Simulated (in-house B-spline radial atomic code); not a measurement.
Values are calculated unless marked as measured or tabulated.
What the choice of pseudopotential does to G0W0 on PBE0: Zn

All numbers come from an all-electron radial atomic-structure program (B-spline basis), non-relativistic, configuration [Ar] 3d10 4s2, open shells at high spin. Semilocal Troullier-Martins pseudo-atoms, one channel per l, are made with PBE or LDA for several valence sets and radii, with or without a model core, and set against the all-electron atom. One channel fits only the lowest state of its l, so a second state of that l is approximate. All electrons give 4s: PBE0 -6.545 eV, G0W0 -9.235 eV, 3d: PBE0 -13.366 eV, G0W0 -17.093 eV. Potentials are made in the ion's own configuration unless the neutral atom is named, and a smooth local potential serves every l without a channel. Potentials that miss their own reference levels by more than 6 millihartree, or need radii over 3.5 bohr, are left out. Columns give pseudo minus all-electron, in eV; a dash marks a level in the core or of low weight.

```
    valence  made with          radii (bohr)  model core (bohr)  4s PBE0  4s G0W0  3d PBE0  3d G0W0
         4s        LDA         s 1.89 p 2.76               1.86    +0.07    +0.25        -        -
         4s        PBE         s 2.79 p 3.40               1.86    +0.11    +0.31        -        -
      3d 4s        LDA  s 2.10 p 3.07 d 1.69               none    -0.13    -0.43    +0.77    +3.52
      3d 4s        PBE  s 2.46 p 3.40 d 1.94               none    -0.17    -0.54    +1.18    +3.75
      3d 4s        PBE  s 1.93 p 2.76 d 1.52               0.36    -0.20    -0.50    +1.55    +4.54
      3d 4s        PBE  s 2.79 p 3.40 d 2.19               0.36    -0.21    -0.64    +1.67    +4.09
   3p 3d 4s        PBE  s 2.14 p 0.60 d 1.69               none    -0.18    -0.71    +0.49    +1.28
   3p 3d 4s        PBE  s 2.46 p 0.69 d 1.94               none    -0.21    -0.86    +0.62    +1.43
   3p 3d 4s        LDA  s 2.73 p 0.78 d 2.19               none    -0.19    -0.91    +0.44    +1.29
   3p 3d 4s        LDA  s 1.68 p 0.48 d 1.35               0.32    -0.13    -0.60    +0.35    +1.26
   3p 3d 4s        LDA  s 1.89 p 0.54 d 1.52               0.32    -0.12    -0.59    +0.32    +1.16
3s 3p 3d 4s        LDA  s 0.54 p 0.54 d 1.52               0.32    -0.01    -0.04    -0.23    -0.17
3s 3p 3d 4s        LDA  s 0.60 p 0.60 d 1.69               0.32    +0.01    -0.03    -0.25    -0.23
3s 3p 3d 4s        PBE  s 0.78 p 0.78 d 2.19               0.32    -0.14    -0.32    +0.16    +0.26
```

(1) How does the G0W0 shift of 4s, which all sets hold, depend on the valence set?

Answers

(1) Mean size: 3s 3p 3d 4s: 0.13 eV; 4s: 0.28 eV; 3d 4s: 0.53 eV; 3p 3d 4s: 0.74 eV. A semicore state feels strong exchange with the other subshells of its n, so the gain is largest when that whole shell is in the valence. A larger valence set can do worse when it takes only part of a shell, whose exchange with the frozen rest is then left to the functional. The means mix radii and the functional used in making the potentials.
